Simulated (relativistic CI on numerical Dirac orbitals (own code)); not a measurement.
A reference radial Dirac CI calculation of Au LIII gave the lowest total energy -16855.07084 Ha in 20 SCF steps, from this input:

```
atom Au  Z=79  charge=52  electrons=27
nucleus A=197  rms_radius_fm=5.4371
hamiltonian dirac-coulomb  breit=on  qed=on  c_scale=1
orbitals kli  potential=per-configuration
slater_scale 1
correlation none
mixing on
grid step=0.0125 r_max=2.5
scf mixing=0.4 start=green max_iterations=150 tolerance=2e-08 node_fill=0.05
configurations
  [Ar] 3d9
  [Ne] 3s2 3p5 3d10
end
```

One setting was then changed (and the iteration limit cut to 100), and the output read:

```
SCF 1: [Ar] 3d9
 iter      energy (Ha)   residual   last orbital (Ha)
    1    -16676.052159   7.20e+00   -285.03229
    2    -16714.911742   4.20e+00   -238.87771
    3    -16689.664537   1.39e-01   -179.66987
    4    -16692.665257   7.74e-02   -177.30566
    5    -16694.313191   1.69e-03   -177.94388
    6    -16694.352746   3.33e-04   -177.96018
    7    -16694.345284   2.22e-05   -177.95696
    8    -16694.345772   1.41e-06   -177.95714
    9    -16694.345801   1.29e-07   -177.95715
   10    -16694.345804   1.74e-09   -177.95715
error: orbital 1s not found
end: not converged
```

Question: Which setting was changed?
A. charge
B. SCF mixing
C. end of the grid
D. Breit term

Answer: C. The end of the grid at 0.2 bohr. This setting is bad on purpose; its numbers may not be properties of the ion.
